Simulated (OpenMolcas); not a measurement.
**Tm2+: ligand-field states by method**

Tm2+ with 6 ligands (bromide) in tetragonal octahedral coordination (D4h) at 2.94 Å, the axial distance 2.999 Å. A charge of +0.667 e stands 3.2 Å behind each ligand. Ligand basis ANO-RCC-VDZP.
```
Tm    0.0000    0.0000    0.0000
Br    2.9400    0.0000    0.0000
Br    0.0000    2.9400    0.0000
Br   -2.9400    0.0000    0.0000
Br    0.0000   -2.9400    0.0000
Br    0.0000    0.0000    2.9988
Br    0.0000    0.0000   -2.9988
```

| Quantity | Value |
| --- | --- |
| Program | OpenMolcas 26.06 |
| Basis | ANO-RCC-VDZP [7s6p4d2f1g] |
| Scalar Hamiltonian | DKH2, point nucleus |
| Active space | 13 electrons in 7 orbitals (4f) |
| State averaging | 2S+1 = 2 odd, 7 roots |
| Spin-orbit coupling | state interaction with AMFI integrals over the reference wave functions |

I. CASSCF
II. SS-CASPT2, IPEA 0.25 Eh, imaginary shift 0.1 Eh (closed shells correlated: 5s 5p and the ligand valence shells)

Spin-free states (labels of D4, the rotations of D4h) in cm-1, each column counted from its own energy of the first state listed:

| State | Degeneracy | I | II |
| --- | --- | --- | --- |
| 2E | 2 | 0 | 0 |
| 2A2 | 1 | 30 | 70 |
| 2B2 | 1 | 72 | 180 |
| 2E | 2 | 73 | 130 |
| 2B1 | 1 | 80 | 190 |

With spin-orbit coupling the lowest J multiplet is 70 (I), 160 (II) cm-1 wide, a factor of 2.29 from I to II.

χT at 300 K: I 2.57, II 2.55 cm3 K/mol.

Over all roots computed the reference weight is 0.65 in II; a low but even weight reflects the number of correlated electrons. Without dynamic correlation the ligand-field splitting of an f shell can come out too small, at times by half (holds for I). Splittings of an f shell from a small cluster at a set distance can be off by tens of per cent, mostly too small (holds for II). No measured value stands beside these numbers; the geometry is a model, was not optimised and need not be the one that this ion takes.
